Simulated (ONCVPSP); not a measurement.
**PBE ONCV dataset for iodine (I), scalar-relativistic all-electron reference.**

iodine (I), optimised norm-conserving Vanderbilt (ONCV), made with ONCVPSP 4.0.1 (PBE, scalar-relativistic). Core [Kr] 4d10, reference 5s2 5p5. Waves: 5s: rc 1.80 bohr, ncon 5, nbas 8, qcut 2.8 1/bohr, 1 projector; 5p: rc 1.95 bohr, ncon 4, nbas 7, qcut 3.4 1/bohr, 3 projectors, debl 0.5 Ha. Local part: polynomial inside 1.65 bohr (lpopt 4, dvloc0 0 Ha). Core correction: Teter function, fcfact 2, rcfact 1.

* Cutoffs needed: 33 Ha and 43 Ha (the cutoffs (Ha) at which the residual kinetic energy of the hardest occupied pseudo-wave falls to 1 and 0.1 mHa per electron)
* Ghost test: ghosts flagged at negative energy: p at -120.8 eV; GHOST(+) flagged for s at 19.7 eV, p at 221.3 eV; a true bound ghost makes a file unfit for plane-wave use
* Largest excitation error: -48 meV (all-electron minus pseudo) for 5s2 5p2, out of 4 test configurations
* rms error of d²Exc/dni dnj: 4.58 mHa without and 3.47 mHa with the model core
